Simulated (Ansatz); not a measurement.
Geometry optimisation, DFT PBEsol, scalar-relativistic, plane waves, PAW (Ansatz).

input.yaml

```yaml
crystal:
  lattice:
    - [7.398, 0.0, 0.0]
    - [-3.699, 6.406856, 0.0]
    - [0.0, 0.0, 12.0]
  atoms:
    - { symbol: C, position: [0.0, 0.0, 0.0833333] }
    - { symbol: C, position: [0.2222222, 0.1111111, 0.0833333] }
    - { symbol: C, position: [0.0, 0.3333333, 0.0833333] }
    - { symbol: C, position: [0.2222222, 0.4444444, 0.0833333] }
    - { symbol: C, position: [0.0, 0.6666667, 0.0833333] }
    - { symbol: C, position: [0.2222222, 0.7777778, 0.0833333] }
    - { symbol: C, position: [0.3333333, 0.0, 0.0833333] }
    - { symbol: C, position: [0.5555556, 0.1111111, 0.0833333] }
    - { symbol: C, position: [0.3333333, 0.3333333, 0.0833333] }
    - { symbol: C, position: [0.5555556, 0.4444444, 0.0833333] }
    - { symbol: C, position: [0.3333333, 0.6666667, 0.0833333] }
    - { symbol: C, position: [0.5555556, 0.7777778, 0.0833333] }
    - { symbol: C, position: [0.6666667, 0.0, 0.0833333] }
    - { symbol: C, position: [0.8888889, 0.1111111, 0.0833333] }
    - { symbol: C, position: [0.6666667, 0.3333333, 0.0833333] }
    - { symbol: C, position: [0.8888889, 0.4444444, 0.0833333] }
    - { symbol: C, position: [0.6666667, 0.6666667, 0.0833333] }
    - { symbol: C, position: [0.8888889, 0.7777778, 0.0833333] }
    - { symbol: Ga, position: [0.1052775, 0.5530329, 0.2075], spin: 1.0 }
magnetization:
  spin_polarized: true
basis:
  ecutwfc: 420.0
kpoints:
  mp_grid: { grid: [2, 2, 1] }
hamiltonian:
  xc: pbesol
scf:
  occupations: { method: gaussian, width: 0.05 }
  lower_state_search: "off"
relax:
  f_tol: 0.03
  max_steps: 60
  adjacent_minimum: "off"
```

Launched with:

```bash
$ ansatz run input.yaml --threads 2 --pin off --max-ram 5120MiB --backend cpu --events-out ev --progress --plain --runs-dir out
```

Task: Where does it end, and by what steps?

Result: It converged. The force dipped under the threshold on the way, but the program's further checks kept it going. Limits of this set-up: slab without dipole correction. After 6 steps the energy has fallen by 2.378 eV; Ga19 moved furthest, 0.59 Å. The start is strongly strained (largest force component 9 eV/Å).

```tsv
step	energy less start (eV)	largest force component (eV/Å)	accepted
0	0.0000	9.405	yes
1	-1.2518	5.744	yes
2	-2.1423	2.178	yes
3	-2.3551	0.556	yes
4	-2.3760	0.174	yes
5	-2.3785	0.003	yes
6	-2.3785	0.003	yes
```

```xyz
19
Lattice="7.3980 0.0000 0.0000 -3.6990 6.4069 0.0000 0.0000 0.0000 12.0000" Properties=species:S:1:pos:R:3
C -0.001 -0.001 0.966
C 1.231 0.711 0.966
C -1.234 2.126 0.967
C 0.006 2.842 0.967
C -2.475 4.275 0.967
C -1.234 4.991 0.967
C 2.464 0.006 0.968
C 3.698 0.711 0.966
C 1.237 2.132 0.968
C 2.464 2.847 0.966
C 0.006 4.275 0.967
C 1.237 4.986 0.968
C 4.930 -0.001 0.966
C 6.163 0.704 0.968
C 3.692 2.132 0.968
C 4.923 2.842 0.967
C 2.464 4.270 0.966
C 3.692 4.986 0.968
Ga -1.239 3.556 3.084
```

Whether the end is a true minimum wasn't checked by a vibrational analysis.

The run took 54 s on 2 threads of Arm Neoverse V2, on a shared host, peak memory 0.95 GiB.
